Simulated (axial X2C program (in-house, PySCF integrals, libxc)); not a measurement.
**Curves of TbSH⁺ from open-shell CI on f9 s0**

Calculated with an in-house all-electron X2C program for linear molecules (integrals from PySCF): two-component X2C with atomic mean-field Coulomb and Gaunt terms, basis Tb dyall-v3z, S dyall-v3z, H dyall-v3z (cores contracted in-house). Orbitals come from Hartree–Fock averaged over the configuration Tb f9 s0; CI then distributes these electrons over the f, s shells of Tb.

Scan along the Tb–S bond with SH moving as one mass, its bond held at 1.340 Å; masses Tb 158.925 u, S 31.972 u, H 1.008 u. Energies in cm⁻¹ from the lowest point; levels are followed by energy order within each Ω. Lowest level at 2.491 Å: 100% f9.

```csv
R (Å),(1)Ω=15/2,(1)Ω=13/2,(1)Ω=11/2,(1)Ω=9/2,(1)Ω=7/2,(1)Ω=5/2,(1)Ω=3/2
2.317,2134,2205,2204,2209,2244,2301,2359
2.404,530,631,676,718,771,831,885
2.491,0,119,194,258,322,384,435
2.591,366,496,591,670,742,805,853
2.690,1460,1595,1700,1787,1862,1924,1969
2.802,3287,3422,3531,3621,3696,3756,3798
2.939,6041,6171,6279,6368,6441,6497,6535
```

(1) Fit the curves (1)Ω=15/2, (1)Ω=13/2, (1)Ω=11/2, (1)Ω=9/2, (1)Ω=7/2, (1)Ω=5/2, (1)Ω=3/2 near their minima.

The 7 lowest curves are shown; the next is (1)Ω=1/2, from 464 cm⁻¹.

Dynamic correlation is missing, so gaps between terms are too wide and other configurations may lie lower; the lowest level listed is that of this model, not necessarily the ground state. At most 4 roots were kept for each Ω > 0 (twice that for Ω = 0) within 2.2 eV of the lowest, so higher up levels can be missing between those listed; levels with Ω > 0 are doubly degenerate and listed once, Ω = 0 levels singly. States that fill the shells left empty in the average are placed too high. The molecule was held linear; bending was not examined. Hydrosulfides and their kin are strongly bent in nature, so this linear model does not describe the real molecule.

Results:

(1) From the open-shell CI curves, Te from the lowest:

```
    level  Te (cm⁻¹)  Re (Å)  ωe (cm⁻¹)
(1)Ω=15/2          0   2.501      354.0
(1)Ω=13/2        120   2.499      353.3
(1)Ω=11/2        197   2.497      352.2
 (1)Ω=9/2        262   2.495      351.5
 (1)Ω=7/2        327   2.494      351.0
 (1)Ω=5/2        389   2.494      350.7
 (1)Ω=3/2        440   2.494      350.6
```

Without dynamic correlation distances can be off by several hundredths of an Å (long for ionic bonds, short for multiple bonds) and the wavenumbers are rough.
